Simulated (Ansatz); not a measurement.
Frontier orbitals of CH6AlFSi, SMILES `[F][AlH][CH2][SiH3]`.

The species carries charge 0 and has multiplicity 1. All single points use the PBE0-D4/def2-TZVP geometry. It is one conformer, not always the lowest. Basis def2-TZVPP, Ansatz.

| functional | HOMO (eV) | LUMO (eV) | gap (eV) |
| --- | --- | --- | --- |
| PBE | -7.03 | -1.82 | 5.21 |
| revPBE | -6.99 | -1.69 | 5.30 |
| r2SCAN | -7.32 | -1.48 | 5.84 |
| PBE0 | -8.29 | -1.05 | 7.24 |
| r2SCANh | -7.79 | -1.23 | 6.56 |
| r2SCAN0 | -8.48 | -0.86 | 7.62 |
| LC-ωPBE | -11.00 | 0.99 | 11.99 |
| ωB97X-V | -10.65 | 0.84 | 11.49 |
| ωB97M-V | -10.47 | 0.53 | 11.00 |

A quarter of exact exchange (PBE0) shifts PBE's HOMO by −1.26 eV and its LUMO by +0.77 eV; full exchange at long range (ωB97M-V) shifts them by −3.43 and +2.35 eV. The gap opens from 5.21 to 11.00 eV, since occupied levels lose self-interaction and empty ones feel all the electrons. A positive LUMO is unbound and depends on the basis.

LC-ωPBE has ω = 0.4 bohr⁻¹.
